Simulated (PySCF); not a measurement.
# Spin-rotation constants: `InChI=1S/C4H6FO2P/c1-3-4(5)8(3,7)2-6/h6H,2H2,1H3/t8-/m1/s1`

Geometry (Å), atoms numbered from 1 in this order:
```xyz
14

C    -2.299    0.722    0.568
C    -1.130   -0.150    0.369
C    -0.761   -1.298   -0.221
F    -1.356   -2.236   -0.950
P     0.597   -0.608    0.736
O     1.101   -1.112    2.018
C     1.941    0.191   -0.275
O     2.702    0.981    0.574
H    -3.170    0.301    0.068
H    -2.508    0.824    1.632
H    -2.100    1.718    0.172
H     2.533   -0.616   -0.737
H     1.517    0.826   -1.053
H     2.931    0.457    1.357
```

Computed, not measured: PySCF, GIAO PBE/pcSseg-1 magnetisability, rotational g tensor and spin-rotation constants, non-relativistic, gas phase. Geometry: GFN2-xTB.

Task: Give the nuclear spin-rotation constants along the inertial axes (H = +C I·J) beside the isotropic shieldings.

Result: Rotational constants 2.5432, 1.0918, 0.9942 GHz. A star marks the isotopologue with that one atom substituted, in its own axes.
| atom | isotope | Caa (kHz) | Cbb (kHz) | Ccc (kHz) | mean (kHz) | σ (ppm) |
| --- | --- | --- | --- | --- | --- | --- |
| F4 | 19F | 4.322 | 2.398 | 0.197 | 2.306 | 232.6 |
| P5 | 31P | 4.663 | 1.968 | 0.795 | 2.475 | 360.5 |
| H9 | 1H | 0.074 | -0.116 | -0.105 | -0.049 | 29.0 |
| H10 | 1H | -0.284 | -0.078 | -0.008 | -0.123 | 29.4 |
| H11 | 1H | -0.247 | -0.052 | -0.050 | -0.117 | 29.7 |
| H12 | 1H | -0.241 | 0.049 | -0.087 | -0.093 | 26.6 |
| H13 | 1H | -0.243 | -0.098 | 0.028 | -0.104 | 27.6 |
| H14 | 1H | -0.228 | -0.132 | -0.022 | -0.127 | 30.0 |
| C1 | 13C* | 0.366 | 0.157 | 0.123 | 0.215 | 170.7 |
| C2 | 13C* | 1.210 | 0.401 | 0.182 | 0.598 | 37.3 |
| C3 | 13C* | 1.345 | 0.403 | 0.294 | 0.681 | -0.5 |
| O6 | 17O* | -0.600 | -0.138 | -0.132 | -0.290 | 195.7 |
| C7 | 13C* | 0.505 | 0.271 | 0.242 | 0.339 | 109.4 |
| O8 | 17O* | -0.254 | -0.088 | -0.024 | -0.122 | 312.7 |

For the geometry as given, no vibrational averaging.

Task: How do the rotational constants and the g tensor change when H9, H10, H11, H12, H13, H14 are replaced by deuterium?

Result: Constants 2.2607, 1.0122, 0.9092 GHz; g -0.0340, -0.0151, -0.0104, against -0.0373, -0.0165, -0.0114 before.
